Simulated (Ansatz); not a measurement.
Frontier orbitals of CBClFN, SMILES `N#CB(F)Cl`.

Total charge 0; spin multiplicity 1. All single points use the PBE0-D4/def2-TZVP geometry. Basis def2-TZVPP, Ansatz.

A caution on the coupled-cluster cation, which keeps the state that its UHF reference found: large T1 diagnostic of the cation.

| functional | HOMO (eV) | LUMO (eV) |
| --- | --- | --- |
| r2SCANh | -9.58 | -3.09 |

Give HOMO and LUMO (eV) with LDA (SPW92), PBE, revPBE, BLYP, r2SCAN, B97M-V, PBE0, B3LYP, r2SCAN0, HSE06 (plane-wave form), BHLYP, CAM-B3LYP, LC-ωPBE, ωB97X-V, ωB97M-V, HF. (Estimate.)

Computed: 
```csv
functional,HOMO,LUMO
LDA (SPW92),-8.86,-3.93
PBE,-8.68,-3.63
revPBE,-8.61,-3.52
BLYP,-8.52,-3.48
r2SCAN,-9.04,-3.43
B97M-V,-9.08,-3.31
PBE0,-10.15,-2.71
B3LYP,-9.86,-2.91
r2SCAN0,-10.38,-2.58
HSE06 (plane-wave form),-9.74,-3.09
BHLYP,-11.45,-1.64
CAM-B3LYP,-11.56,-1.56
LC-ωPBE,-13.03,-0.37
ωB97X-V,-12.60,-0.41
ωB97M-V,-12.44,-0.51
HF,-13.48,1.09
```

B3LYP here is the variant with VWN-RPA as its local correlation; programs differ in this. LC-ωPBE has ω = 0.4 bohr⁻¹.
